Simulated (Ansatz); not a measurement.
A run for Ansatz (a program for electronic structure): R-PBE0/def2-TZVPPD on GeH7NO (a complex), monomers drawn apart or pushed together. Files ending in .json are basis or fitting sets from the Basis Set Exchange.

Ansatz 0.2 input:
```yaml
crystal:
  periodic: [false, false, false]
  atoms:
    - {symbol: O, position_ang: [-0.36249088, 0.71426461, 0.57519460]}
    - {symbol: Ge, position_ang: [0.51478460, -0.70741770, -0.03530719]}
    - {symbol: H, position_ang: [-0.46111203, 0.69065594, 1.54997456]}
    - {symbol: H, position_ang: [1.93723128, -0.77697419, 0.56828375]}
    - {symbol: H, position_ang: [0.58413740, -0.52577606, -1.55836036]}
    - {symbol: H, position_ang: [-0.23738852, -2.01144589, 0.32022259]}
    - {symbol: N, position_ang: [-1.09046293, 1.12187341, 4.84322272]}
    - {symbol: H, position_ang: [-2.06754797, 1.29172961, 5.05394107]}
    - {symbol: H, position_ang: [-0.82020105, 0.26335629, 5.30985167]}
    - {symbol: H, position_ang: [-0.55139769, 1.87717340, 5.25146708]}
basis:
  gaussian:
    orbitals: def2-TZVPPD.json
hamiltonian:
  xc: {name: PBE0}
scf: {lower_state_search: off}
```

**Question.** Predict the final total energy.

**Answer.** -2210.8494 hartree.

**Question.** How many basis functions does it have, and what does it roughly cost on one machine?

**Answer.** 250 functions; around 6 core-seconds (rough).
